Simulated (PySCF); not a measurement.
H5Si2, SMILES [SiH2][SiH3], multiplicity 2. Coordinates come from a ωB97X-D3(BJ)/def2-TZVP optimisation. The isomer is the one that the SMILES or the coordinates give; other isomers of the formula were not compared.

Problem. Give the equilibrium geometry at ωB97X-D3(BJ)/def2-TZVP (PySCF confirms it by a frequency run) as bond lengths and angles, and its point group. (An estimate is asked for; the answer gives what the named calculation found.)

Solution. point group Cs.
Atoms: Si1 Si2 H3 H4 H5 H6 H7. Bonds (Å): Si1–Si2 2.317, Si1–H3 1.486, Si1–H4 1.486, Si2–H5 1.484, Si2–H6 1.484, Si2–H7 1.487. Angles (°): Si2–Si1–H3 114.0, Si2–Si1–H4 114.0, H3–Si1–H4 109.7, Si1–Si2–H5 109.1, Si1–Si2–H6 109.1, Si1–Si2–H7 112.3, H5–Si2–H6 109.1, H5–Si2–H7 108.6, H6–Si2–H7 108.6.
Charge 0, spin multiplicity 2.
